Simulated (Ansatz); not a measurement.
Match the barriers

Saddle point of BH3BrO2F, singlet (BH₂BrO₂ ([OH][B]([OH])[Br]) + HF → BH₂O₂F ([OH][B]([OH])[F]) + HBr; bonds formed: B1–F6, Br2–H5; bonds broken: B1–Br2, H5–F6), PBE0-D4/def2-TZVP structure:

```
8
angstrom
B -0.2936 -0.1736 0.2710
Br 1.8694 -0.4066 -0.6625
O -1.1253 -1.1139 -0.2027
O -0.2240 0.1352 1.5750
H 0.6929 0.8943 -0.9800
F -0.2987 1.1697 -0.6705
H -1.0586 -1.2910 -1.1421
H 0.4380 0.7861 1.8119
```

Ansatz 0.2.0; basis: def2-TZVPP, with def2-QZVPP for the basis limit; cores frozen in the correlated methods. Filled d shells of the heavier atoms are correlated. The def2 sets are not built for correlating such inner shells, so the correlated values are less sure here. B3LYP uses VWN-RPA correlation. Extrapolation: Hartree–Fock as exp(−7.88 √X), correlation as X^−2.97. Four methods, as single points on the PBE0-D4 structures, gave these electronic barriers from the start structure: 16.82, 20.91, 22.31, 31.70 kcal/mol.

(1) The methods were, in alphabetical order, B3LYP-D4, HF, MP2, PBE-D4. Which gave which? (Judge from chemistry; the calculation decides.)

No T1 diagnostic of these runs exceeds 0.011.

## Answers

(1) Computed: PBE-D4 16.82; B3LYP-D4 20.91; MP2 22.31; HF 31.70 kcal/mol. For comparison, CCSD(T) at an estimated basis limit (MP2 extrapolated from triple and quadruple zeta, plus CCSD(T) − MP2 in triple zeta) gives 23.33 kcal/mol.

Labels in which every atom is bracketed show which atoms are joined, not bond orders.

For scale, one of the runs: CCSD(T)/def2-TZVPP, 214 basis functions, launched by `ansatz run in.yaml --threads 8 --pin off --events-out ev --progress --plain --max-ram 19148MiB`. The run took 60 s on 8 CPU threads of an Intel Xeon Platinum 8375C (shared host), with 3.5 GiB of host memory at its peak.
